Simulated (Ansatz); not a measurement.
# Worked example: a bond strength in GeSiH4F2 (SMILES F[SiH](F)[GeH3])

The species is GeSiH4F2 (8 atoms), meant as a singlet with charge 0. SMILES: `F[SiH](F)[GeH3]`. The shape was relaxed beforehand at r2SCAN/def2-SVP.

```xyz
8

F     1.2849   -1.4385    1.2088
Si    1.1363   -0.1149    0.2852
F     1.9779   -0.3895   -1.0726
Ge   -1.1441    0.1716   -0.2758
H     1.7871    1.0123    1.0011
H    -1.9786    0.3878    0.9941
H    -1.6568   -1.0769   -1.0043
H    -1.3148    1.3910   -1.1921
```

Wanted: the dissociation energy of the H6–Ge4 bond into doublet H and doublet GeSiH3F2 (shapes relaxed at r2SCAN/def2-SVP, no zero-point term). 1 Eh = 2625.50 kJ/mol = 27.2114 eV. Totals in Eh; open shells run unrestricted unless said.

| level | program | GeSiH4F2 | doublet H | doublet GeSiH3F2 |
| --- | --- | --- | --- | --- |
| HF/def2-SVP | Ansatz | -2565.102567 | -0.499278 | -2564.496709 |
| PBE/def2-SVP | Ansatz | -2567.519174 | -0.498629 | -2566.888165 |
| B3LYP/def2-SVP | Ansatz | -2568.251432 | -0.501259 | -2567.613854 |

**Question.** Work out the dissociation energy at each level.

**Answer.** 
1. HF/def2-SVP: (-0.499278) + (-2564.496709) − (-2565.102567) = 0.106580 Eh = 279.8 kJ/mol = 2.90 eV.
2. PBE/def2-SVP: (-0.498629) + (-2566.888165) − (-2567.519174) = 0.132380 Eh = 347.6 kJ/mol = 3.60 eV.
3. B3LYP/def2-SVP: (-0.501259) + (-2567.613854) − (-2568.251432) = 0.136319 Eh = 357.9 kJ/mol = 3.71 eV.

The levels span 280 to 358 kJ/mol; no measured value is set beside them. Hartree–Fock lacks the correlation of the bonding electrons, so it comes out low. A bond enthalpy at 298 K also holds the loss of zero-point energy and thermal terms.
